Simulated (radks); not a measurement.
Results of a calculation; reference values are marked as such.
Excited configurations of Sb35+: one electron is placed in a higher orbital outside [Ne] 3s2 3p3. The ground configuration is [Ne] 3s2 3p4. Level of theory: scalar-relativistic Kohn-Sham, r2SCAN, spin-polarised, spherical densities, finite nucleus; open shells are filled with parallel spins first (spin-orbit coupling, left out, can overturn this in heavy ions); meta-GGA in the generalised Kohn-Sham scheme; Fermi nuclear charge, rms radius 4.6802 fm (a radial shooting solver on a logarithmic mesh with Libxc functionals). Excitation = E - E(ground); binding = E(ion) - E, where the ion is the core of charge +36; n* = 36/sqrt(2 binding) in atomic units. These energies are relativistic, and a one-electron ion of charge +36 with no core already has n* below n in this formula (scalar-relativistic equation, point nucleus: 3d 2.995, 4p 3.983, 4d 3.993, 4f 3.997, 5s 4.970, 5p 4.982, 7p 6.981).

3d: excitation (eV) 157.24; binding (eV) 2201.6; n* 2.830; eigenvalue (eV) -2158.9
4p: excitation (eV) 1103.8; binding (eV) 1255.0; n* 3.748; eigenvalue (eV) -1239.8
4d: excitation (eV) 1175.1; binding (eV) 1183.8; n* 3.860; eigenvalue (eV) -1166.3
4f: excitation (eV) 1222.9; binding (eV) 1135.9; n* 3.940; eigenvalue (eV) -1114.6
5s: excitation (eV) 1547.2; binding (eV) 811.60; n* 4.661; eigenvalue (eV) -802.53
5p: excitation (eV) 1577.5; binding (eV) 781.35; n* 4.751; eigenvalue (eV) -772.39
7p: excitation (eV) 1971.8; binding (eV) 387.05; n* 6.750; eigenvalue (eV) -382.90

The Delta-SCF ionisation energy is 2358.8 eV (NIST Atomic Spectra Database: 2349 eV, theoretical). Self-interaction in the functional shifts the binding energies and quantum defects, so they are the method's values and not measured ones. Open shells are spherical and high-spin; term and fine-structure splittings are not resolved. Spin-orbit splitting is averaged out at the scalar-relativistic level.
